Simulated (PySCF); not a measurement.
## Worked example: dipole moment from atomic charges

B(F)(OH)(OSiH3) (BFH₄O₂Si), SMILES OB(F)O[SiH3]. Atoms are numbered in the order given.

```xyz
9

B     -0.0482    -0.9630     0.0000
F     -0.8178    -2.0574     0.0000
O      1.3059    -1.0845     0.0000
H      1.6081    -2.0011     0.0000
O     -0.6382     0.2518     0.0000
Si     0.0087     1.8020     0.0000
H      0.8367     2.0134    -1.2189
H      0.8367     2.0134     1.2189
H     -1.1423     2.7402     0.0000
```
Charge 0, spin multiplicity 1.

Geometry: B3LYP-D3(BJ)/def2-SVP. The structure was generated by enumeration, and PubChem lists no compound with its InChIKey, so it may never have been made. The values are those of a single conformer.

Charges (e) from PBE/def2-TZVP in PySCF:

| atom | IAO | ESP fit |
|---|---|---|
| B1 | 0.674 | 0.754 |
| F2 | -0.328 | -0.326 |
| O3 | -0.555 | -0.651 |
| H4 | 0.379 | 0.420 |
| O5 | -0.629 | -0.383 |
| Si6 | 0.829 | 0.335 |
| H7 | -0.126 | -0.051 |
| H8 | -0.126 | -0.051 |
| H9 | -0.118 | -0.048 |

The dipole moment of the full density is 1.28 D.

Task: What dipole moment does each set of point charges give, and which comes closer to that of the density?

Result: 
μ = Σ q r, and 1 e Å = 4.8032 D.
IAO: Σ q r = (0.453, 0.374, 0.000) e Å, |μ| = 2.82 D.
ESP fit: Σ q r = (0.272, -0.020, 0.000) e Å, |μ| = 1.31 D.
ESP fit comes closer in size. Point charges leave out the atoms' own dipoles (lone pairs, polarised bonds); fits to the potential absorb them, partitions of the density don't.
